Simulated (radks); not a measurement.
Polarisability of the oxygen ion O+, [He] 2s2 2p3, at imaginary frequency. Calculated with a radial shooting solver on a logarithmic mesh with Libxc functionals: scalar-relativistic Kohn-Sham, LB94 model potential, spin-polarised, spherical densities, finite nucleus; open shells are filled with parallel spins first; Fermi nuclear charge, rms radius 2.6991 fm. Response by self-consistent Sternheimer equations with the Hartree and adiabatic LDA kernel, the relativistic mass of each level held fixed and spin-orbit coupling left out.

w (hartree)  alpha1(iw) (bohr^3)
0.00266                    2.597
0.0143                     2.596
0.0360                     2.591
0.0697                     2.576
0.118                      2.540
0.186                      2.463
0.280                      2.321
0.413                      2.094
0.605                      1.778
0.892                      1.391
1.35                      0.9707
2.12                      0.5764
3.59                      0.2720
6.94                     0.09134
17.5                     0.01740

Static values: alpha1 = 2.597 bohr^3 (0.3848 angstrom^3; uncoupled 3.374). C6 = 5.019, triple-dipole C9 = 9.132 atomic units. One-pole (London) frequency 4 C6 / (3 alpha1^2) = 0.992 hartree, against 1.238 for minus the highest occupied eigenvalue.
